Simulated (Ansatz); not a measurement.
`FB[SiH3]` + `C[SeH]` → `C[Se]B[SiH3]` + H–F at 400 K and 1 bar (ligand exchange at a B–F bond).

Computed with Ansatz on PBE0-D4/def2-TZVP structures; ΔE is electronic, products minus reactants. CBS: MP2 limit from def2 TZ/QZ plus the TZ coupled-cluster correction, frozen cores. This one scheme is used for every species. For Se outer-core shells are correlated without core-valence functions, which leaves a few kJ/mol of doubt a bond. Scalar relativity is left out up to krypton. Each species was taken in one conformer, which may not be the lowest.

| species | CCSD(T)/CBS energy (Eh) | H − E (kJ/mol) | S (J/(mol·K)) |
| --- | --- | --- | --- |
| `FB[SiH3]` | -416.08982 | 126.4 | 321.1 |
| `C[SeH]` | -2441.15625 | 135.4 | 284.5 |
| `C[Se]B[SiH3]` | -2756.84434 | 231.5 | 399.6 |
| H–F | -100.39570 | 36.5 | 182.2 |

H − E and S are ideal-gas, rigid-rotor, harmonic terms from PBE0-D4/def2-TZVP, for one conformer and one mirror image of each species. 1 Eh = 2625.50 kJ/mol, R = 8.31446 J/(mol·K).

**Question.** By hand: ΔE, ΔH, ΔS and ΔG.

**Answer.** ΔE = (-2756.84434) + (-100.39570) − (-416.08982) − (-2441.15625) = 0.00603 Eh = 15.8 kJ/mol. Δ(H − E) = 231.5 + 36.5 − 126.4 − 135.4 = 6.2, so ΔH = 22.0 kJ/mol. ΔS = 399.6 + 182.2 − 321.1 − 284.5 = -23.8 J/(mol·K). ΔG = 22.0 − 400 × (-23.8)/1000 = 31.5 kJ/mol.

**Question.** By hand: the equilibrium constant, and the temperature at which ΔG would vanish if ΔH and ΔS stayed fixed.

**Answer.** log₁₀ K = −ΔG/(RT ln 10) = -4.1. ΔH and −TΔS have one sign here, so there is no such temperature.

TΔS isn't small against ΔH here. A doubt of 5 kJ/mol in ΔE shifts log₁₀ K by 0.7 here. Other conformers and mirror images would add mixing entropy, several J/(mol·K) or more a flexible species. Modes under 60 cm⁻¹, often nearly free rotors, make the harmonic entropy too high. These are equilibria of isolated gas molecules and say nothing of rates. Largest T1 diagnostic: 0.014 (customary marks: 0.02 for closed shells, 0.045 for open ones).
